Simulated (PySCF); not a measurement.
**SiI₂: breathing scan**

Method: PySCF, B3LYP, basis Si def2-SVP, I def2-SVP with ECP28 (scalar-relativistic core potentials, no spin–orbit coupling, density fitting).

Rigid scan from the singlet minimum (Si–I 2.514 Å (×2); I–Si–I 104.4°). Coordinate: all bonds to the central atom scaled together. Energies in kJ/mol from the minimum.

(1) Predict the curve at 0.88, 0.92, 0.96, 1.00, 1.04, 1.08, 1.14, 1.22, 1.35.

Answers

(1) 
| scale of all bonds to the centre | E (kJ/mol) | dipole size (D) |
| --- | --- | --- |
| 0.88 | 133.1 | 0.78 |
| 0.92 | 51.4 | 0.25 |
| 0.96 | 11.2 | 0.30 |
| 1.00 | 0.0 | 0.84 |
| 1.04 | 8.8 | 1.37 |
| 1.08 | 31.3 | 1.86 |
| 1.14 | 80.5 | 2.55 |
| 1.22 | 159.7 | 3.36 |
| 1.35 | 291.1 | 4.43 |

At long bonds a restricted determinant can lie too high, and another spin state can fall below this curve.

The scan took roughly 30 core-seconds on a shared host.
